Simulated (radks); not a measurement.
Spherical jellium clusters: N electrons in a uniform positive sphere of charge N and radius rs N^(1/3), rs = 4.21 bohr. Method: non-relativistic Kohn-Sham, PBEsol, spin-polarised, spherical densities; computed with a radial shooting solver with Libxc functionals. Levels are named by radial order and angular momentum (1s, 1p, 1d, 2s, ...), and open shells are averaged over m.

N = 11, configuration 1s2 1p6 1d(up 3, down 0). This is the lowest configuration that the search found. Occupied levels:

| level | occupation | eigenvalue (eV) | <r> (bohr) |
|---|---|---|---|
| 1s up | 1 | -4.5818 | 6.215 |
| 1s down | 1 | -4.4008 | 5.747 |
| 1p up | 3 | -3.6703 | 7.314 |
| 1p down | 3 | -3.3354 | 7.068 |
| 1d up | 3 | -2.5063 | 8.228 |

Energy (eV): total -19.3252, kinetic 17.940, external -414.53, Hartree 204.15, exchange-correlation -37.881, background 211.00.
